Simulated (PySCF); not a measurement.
InFCl + HF → InHCl + F₂

Level: PBE0 in the def2-TZVP basis family, computed in PySCF with density fitting; scalar-relativistic core potentials for atoms from Rb on, none lighter, no spin–orbit coupling; open shells unrestricted.

| species | state and structure | E (Eh) | ZPE (kJ/mol) | H(298 K) − H(0) (kJ/mol) | S° (J/(mol K)) |
| --- | --- | --- | --- | --- | --- |
| InFCl | doublet, Cs, In–Cl 2.351 Å, In–F 1.958 Å; Cl–In–F 118.0° | -750.05438 | 6.0 | 13.3 | 308.4 |
| HF | singlet, C∞v, H–F 0.920 Å | -100.39188 | 24.9 | 8.7 | 173.6 |
| InHCl | doublet, Cs, In–Cl 2.365 Å, In–H 1.773 Å; Cl–In–H 115.3° | -650.81335 | 13.7 | 11.7 | 280.5 |
| F₂ | singlet, D∞h, F–F 1.376 Å | -199.40856 | 6.6 | 8.7 | 201.9 |

(1) What is the electronic reaction energy?

(2) Add zero-point, thermal and entropy terms for 298.15 K and 1 bar.

## Answers

(1) At PBE0/def2-TZVP, ΔE = 589.0 kJ/mol from the differences of the total energies times 2625.5, uphill. 

(2) ΔZPE = -10.6 and Δ[H(298) − H(0)] = -1.6 kJ/mol give ΔH° = 576.8 kJ/mol. ΔS° = 0.4 J/(mol K), so ΔG° = 576.8 − 298.15 × (0.0004) = 577 kJ/mol.

Only the bonding shown was studied: isomers, or loss of a ligand pair, can lie lower.
